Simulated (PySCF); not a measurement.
A side-by-side comparison of computed properties.

First species: C₄H₇N₃O₂Si.
SMILES: `Cc1ncnnc1O[SiH2]O`

Second species: C4H7N3O2Si.
InChI=1S/C4H7N3O2Si/c1-8-3-4(9-10)7-6-2-5-3/h2H,1,10H3

Levels: PBE0/pcSseg-1 for dipole moment, HOMO energy, LUMO energy and HOMO–LUMO gap; GFN2-xTB for rotational constant A and rotational constant C. Geometries: GFN2-xTB. All species are isolated and taken at one optimised geometry, non-relativistic unless stated; the electronic structure was computed with PySCF and density fitting.

The conformers computed, where there is a choice (atom-mapped SMILES and torsion angles):
- `[CH3:1][c:2]1[n:3][cH:4][n:5][n:6][c:7]1[O:8][SiH2:9][OH:10]`: N6–C7–O8–Si9 3°, C7–O8–Si9–O10 24°, H–O10–Si9–O8 -31°
- `[CH3:1][O:2][c:3]1[n:4][cH:5][n:6][n:7][c:8]1[O:9][SiH3:10]`: C1–O2–C3–N4 0°, N7–C8–O9–Si10 0°

Which has the higher LUMO energy?

The second: -1.53 eV against -2.03 eV, a difference of 0.50 eV.

Which has the higher HOMO–LUMO gap?

The second: 5.53 eV against 5.10 eV, a difference of 0.43 eV.

Which has the higher dipole moment?

The second: 2.78 D against 2.57 D, a difference of 0.21 D.

Which of the two has the higher HOMO energy, and by how much?

The second: -7.06 eV against -7.13 eV, a difference of 0.07 eV.

Which of the two has the higher rotational constant C, and by how much?

The first: 0.635 GHz against 0.613 GHz, a difference of 0.022 GHz.

Which of the two has the higher rotational constant A, and by how much?

The first: 2.166 GHz against 1.832 GHz, a difference of 0.334 GHz.

On the first: The dipole matches unit charges of opposite sign 0.53 Å apart (1 e·Å = 4.8032 D).

On the second: The dipole equals about 9.3 × 10⁻³⁰ C·m (1 D = 3.33564 × 10⁻³⁰ C·m).
